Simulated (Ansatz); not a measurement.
Reaction (formal exchange of groups at the Al–C bond): `CB[CH](F)[AlH2]` + `N[SiH2][SiH3]` → `N[SiH]([AlH2])[SiH3]` + `CBCF`

Isolated molecules relaxed with PBE0-D4/def2-TZVP in Ansatz; ΔE leaves out vibrations. CCSD(T)/CBS adds triple-zeta CCSD(T) − MP2 to the extrapolated MP2 energy (def2 sets, frozen cores). This one scheme is used for every species. DFT in def2-TZVPP. One conformer a species, not always the lowest.

```
          level  ΔE (kcal/mol)
        ωB97M-V            4.8
CCSD/def2-TZVPP            0.6
 MP2/def2-QZVPP            4.7
  MP2/CBS(def2)            4.7
```

Question: What does CCSD(T)/CBS give? (Estimate.)

Answer: Ansatz gave: +2.7 kcal/mol. The listed levels differ from it by 2.1, -2.1, 2.0, 2.0 kcal/mol.

Largest T1 diagnostic among the species: 0.013.

In def2-TZVPP, CCSD(T) changes the Hartree–Fock value by +10.5 kcal/mol (the triples alone add +1.9 kcal/mol) and MP2 by +12.5 kcal/mol. The D4 term adds +1.1 kcal/mol with B3LYP and +0.4 kcal/mol with PBE0; it sums over pairs of atoms, weighted by their polarisabilities, and B3LYP, whose exchange is more repulsive, gets the larger term.

B3LYP here is the variant with VWN-RPA as its local correlation; programs differ in this.
